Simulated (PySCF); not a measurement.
Eu(53+): ionisation energy

Eu(53+) [Ne] (1S) → Eu(54+) [He] 2s2 2p5 (2P), as a difference of total energies. Computed with PySCF 2.14 in an even-tempered Gaussian basis (19 s from 30 bohr⁻², ratio 2.2; 13 p from 39 bohr⁻², ratio 2.2; 5 d from 160 bohr⁻², ratio 2.4; 5 f from 230 bohr⁻², ratio 2.4; 4 g from 350 bohr⁻², ratio 2.4), with scalar relativity by spin-free X2C-1e. Correlated levels: nothing frozen; virtual orbitals above 40 to 60 times the deepest correlated orbital energy dropped. The calculations carry no spin-orbit coupling.

```json
{"method": "UHF", "ionisation energy (eV)": "11101.7"}
{"method": "LDA", "ionisation energy (eV)": "11096.7"}
{"method": "PBE", "ionisation energy (eV)": "11097.8"}
{"method": "PBE0", "ionisation energy (eV)": "11099.3"}
{"method": "r2SCAN", "ionisation energy (eV)": "11102.9"}
{"method": "M06", "ionisation energy (eV)": "11104.4"}
{"method": "PW91", "ionisation energy (eV)": "11099.3"}
{"method": "MP2 (all electrons)", "ionisation energy (eV)": "11103.6"}
{"method": "SCS-MP2 (all electrons)", "ionisation energy (eV)": "11103.4"}
```

A first-order spin-orbit estimate (lowest level to lowest level, LS coupling) adds -211.2 eV.

For this ion Breit and QED terms and the two-electron picture change, all absent here, outweigh the differences among the correlated methods.

For comparison: 10880 ± 5 eV (theoretical estimate listed by NIST; NIST Atomic Spectra Database, ionization energies).
